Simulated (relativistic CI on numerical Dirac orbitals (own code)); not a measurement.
**Rh4+: L2,3 absorption edge**

Computed with this model: Dirac-Coulomb-Breit CI, orbitals from a KLI potential per configuration, a model potential for QED, valence Slater integrals scaled by 0.8, multiplet model of core-to-valence dipole absorption; configurations [Kr] 4d5 → [He] 2s2 2p5 3s2 3p6 3d10 4s2 4p6 4d6; 300 K; Lorentzian 0.96 eV and Gaussian 0.5 eV FWHM. Energies are those of the free ion, without screening or charge transfer. The branching ratio is the share of the lower-energy edge in the whole absorption, uncertain by about 0.02 where the edges overlap. S is read from ⟨S²⟩ = S(S + 1).

Field parameters in Wybourne normalisation: Oh B⁴₀ = 21Dq, B⁴₄ = √(5/14) B⁴₀. The field is a parameter set, without covalency.

Computed curve for Oh, 10Dq = 7250 cm⁻¹, scaled to 100 at the maximum (points under 2 are left out and the grid is thinned):

```
Energy (eV)  Intensity
     3006.7        2.0
     3007.1        2.5
     3007.4        3.0
     3007.8        3.9
     3008.2        5.2
     3008.5        6.8
     3008.9       10.6
     3009.3       18.1
     3009.6       27.5
     3010.0       44.1
     3010.4       63.5
     3010.7       83.7
     3011.1      100.0
     3011.5       77.1
     3011.8       52.8
     3012.2       29.5
     3012.6       16.8
     3012.9       11.7
     3013.3        8.0
     3013.7        5.9
     3014.0        4.9
     3014.4        3.9
     3014.8        3.0
     3015.1        2.5
     3151.0        2.1
     3151.4        3.1
     3151.7        4.3
     3152.1        7.5
     3152.5       14.4
     3152.8       21.9
     3153.2       28.3
     3153.6       31.2
     3153.9       31.1
     3154.3       26.5
     3154.7       17.8
     3155.0       11.3
     3155.4        6.2
     3155.8        3.8
     3156.1        2.9
     3156.5        2.1
```

The ground state has S = 2.49, and the centroid lies at 3050.33 eV.
